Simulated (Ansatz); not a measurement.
Start from `N[SiH2][AlH2]` and change one atom or group to get `N[SiH2][AlH][S][SiH3]`.

Ansatz, PBE0-D4/def2-TZVP geometries, multiplicity 1. Each molecule was computed in one conformer, which needn't be the lowest. `N[SiH2][AlH][S][SiH3]` holds a close contact that its SMILES doesn't draw: H···Al 2.00 Å.

```json
{"property": "LUMO energy (PBE/def2-TZVPP) / eV", "`N[SiH2][AlH2]`": "-2.69"}
{"property": "size of the dipole moment (PBE/def2-TZVPP) / D", "`N[SiH2][AlH2]`": "1.31"}
{"property": "LUMO energy (PBE0/def2-TZVPP) / eV", "`N[SiH2][AlH2]`": "-1.93"}
{"property": "HOMO energy (ωB97M-V/def2-TZVPP) / eV", "`N[SiH2][AlH2]`": "-9.18"}
{"property": "size of the dipole moment (ωB97M-V/def2-TZVPP) / D", "`N[SiH2][AlH2]`": "1.26"}
{"property": "HOMO energy (PBE0/def2-TZVPP) / eV", "`N[SiH2][AlH2]`": "-7.09"}
```

(1) What does the change do to each property? (Best estimate.)

Results:

(1) Ansatz gave: 
```json
{"property": "LUMO energy (PBE/def2-TZVPP) / eV", "`N[SiH2][AlH][S][SiH3]`": "-1.86", "shift": "0.83"}
{"property": "size of the dipole moment (PBE/def2-TZVPP) / D", "`N[SiH2][AlH][S][SiH3]`": "1.48", "shift": "0.17"}
{"property": "LUMO energy (PBE0/def2-TZVPP) / eV", "`N[SiH2][AlH][S][SiH3]`": "-1.09", "shift": "0.84"}
{"property": "HOMO energy (ωB97M-V/def2-TZVPP) / eV", "`N[SiH2][AlH][S][SiH3]`": "-8.92", "shift": "0.26"}
{"property": "size of the dipole moment (ωB97M-V/def2-TZVPP) / D", "`N[SiH2][AlH][S][SiH3]`": "1.43", "shift": "0.17"}
{"property": "HOMO energy (PBE0/def2-TZVPP) / eV", "`N[SiH2][AlH][S][SiH3]`": "-6.90", "shift": "0.19"}
```

With PBE0 the HOMO rises by 0.19 eV and the LUMO rises by 0.84 eV, so the gap widens by about 0.65 eV. PBE moves the HOMO by 0.09 eV and ωB97M-V by 0.26 eV. Dipoles are sizes alone; their direction can turn.
